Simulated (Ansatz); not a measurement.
The first iterations of a band of Cl3H2NTi + H2S (10 atoms, charge 0, multiplicity 1).

Theory: RKS B3LYP/def2-SVP (Ansatz 0.2.0).

```
movable images  : 5
climbing image  : yes
spring          : 5.0 eV/Å²
optimiser       : quadratic models (default)
start path      : through a guess of the saddle point
force threshold : 0.05 eV/Å
iteration limit : 60
end points      : relaxed
```

Initial state:

```xyz
10
Properties=species:S:1:pos:R:3
Ti -0.236 0.510 -0.119
Cl 0.556 0.323 1.935
Cl 1.248 1.494 -1.419
Cl -2.152 1.572 -0.257
N -0.517 -1.191 -0.716
H -1.157 -1.449 -1.469
H 0.000 -2.005 -0.354
S 1.247 -3.623 1.173
H 0.118 -3.858 1.882
H 1.474 -2.456 1.824
```

Final state:

```xyz
10
Properties=species:S:1:pos:R:3
Ti 0.521 -0.120 -0.356
Cl -1.459 -2.325 2.536
Cl 1.620 0.279 -2.212
Cl -0.307 1.651 0.640
N -0.777 -1.350 -0.750
H -1.405 -1.700 -0.017
H -0.983 -1.759 -1.661
S 1.838 -1.145 1.274
H 1.780 -2.354 0.662
H -0.247 -1.861 2.364
```

| iteration | highest image above the first end (eV) | largest band force component (eV/Å) |
| --- | --- | --- |
| 1 | 9.616 | 49.055 |
| 2 | 1.779 | 5.569 |
| 3 | 1.390 | 3.471 |
| 4 | 1.263 | 2.098 |
| 5 | 1.201 | 1.051 |
| 6 | 1.412 | 7.781 |
| 7 | 1.165 | 0.507 |

Problem. Does the band converge within its limit, and where does its top end?

Solution. It converged. It ended after 23 iterations with the highest image 1.042 eV above the first end. A vibrational analysis at the climbing image gives one clearly imaginary mode, 390i cm⁻¹: a first-order saddle point. The orbitals stay closed-shell, which can raise the energy where a bond breaks towards radicals; this wasn't checked here.

Run time: 5.8 min on 4 threads of Intel(R) Xeon(R) CPU @ 2.60GHz (Ice Lake), on a shared host, peak memory 0.47 GiB.
